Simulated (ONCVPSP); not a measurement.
# Ag: one change to an ONCV potential, before and after

```json
{
  "Element": "silver (Ag)",
  "Generator": "ONCVPSP 4.0.1",
  "Type": "optimised norm-conserving Vanderbilt (ONCV)",
  "Functional": "PBE",
  "Relativity": "scalar-relativistic",
  "Frozen core": "[Ar] 3d10",
  "Valence charge": "19",
  "Reference configuration": "4s2 4p6 4d10 (charge +1)",
  "Partial waves": "4s: rc 0.90 bohr, ncon 4, nbas 9, qcut 6.7 1/bohr, 2 projectors, debl 2.5 Ha; 4p: rc 1.20 bohr, ncon 4, nbas 7, qcut 12.3 1/bohr, 2 projectors, debl 1.3 Ha; 4d: rc 1.20 bohr, ncon 5, nbas 9, qcut 8 1/bohr, 2 projectors, debl 1.8 Ha",
  "Local potential": "polynomial inside 0.60 bohr (lpopt 2, dvloc0 -1 Ha)",
  "Core correction": "Teter function, fcfact 2.75, rcfact 1.55"
}
```

In the s channel the program set the typed energies aside and used -3.795, 0.250 Ha. In the p channel the program set the typed energies aside and used -2.456, 0.250 Ha.

All-electron outer shells of the reference configuration (PBE, scalar-relativistic, ld1.x):

```tsv
shell	level (eV)	outermost node (bohr)	outermost maximum (bohr)
4s	-103.28	0.44	0.82
4p	-66.82	0.44	0.88
4d	-15.64	0.43	1.04
```

Change: all radii but the core radius scaled by about 1.33 (s 1.20, p 1.60, d 1.60 bohr); local potential polynomial inside 0.80 bohr (lpopt 2, dvloc0 -1 Ha).

Cutoffs: the cutoffs (Ha) at which the residual kinetic energy of the hardest occupied pseudo-wave falls to 1 and 0.1 mHa per electron; they do not see the model core or the augmentation charge, which bear on the density cutoff. Errors are all-electron minus pseudo energies relative to the spin-unpolarised reference configuration.

How do hardness, ghosts and transferability respond?

The potential gets softer (267 Ha and 307 Ha → 98 Ha and 167 Ha); the lowest positive-energy flag moves from s at 117.4 eV to d at 1.0 eV; the number of tests with a reliable result goes from 4 to 3; of the 3 tests that both files solve, the error grows in 2 and shrinks in 1 by more than 15 % and 0.3 meV (median size 1.4 → 67.5 meV); neither file shows a bound ghost. A larger radius leaves more room for a smooth pseudo-wave, so fewer plane waves are needed.

```csv
quantity,base,changed
"cutoff, loose",267 Ha,98 Ha
"cutoff, tight",307 Ha,167 Ha
loose cutoff by channel,"s 267 Ha, p 49 Ha, d 34 Ha","s 98 Ha, p 31 Ha, d 28 Ha"
bound ghosts,none,none
GHOST(+) flags under 300 eV,s at 117.4 eV,"d at 1.0 eV, s at 279.6 eV"
"largest miss of a reference level, eV",0.00,0.07
tests with a reliable result,4 of 4,3 of 4
"error for 4s2 4p6 4d10 5s1, meV [ΔE -7.76 eV]",+1.2,+0.7
"error for 4s2 4p6 4d9, meV [ΔE 22.11 eV]",-1.5,-90
"error for 4s2 4p6 4d9 5s1 5p1, meV [ΔE 0.81 eV]",+1.4,-67
"rms error of d²Exc/dni dnj with the model core, mHa",1.45,2.19
```
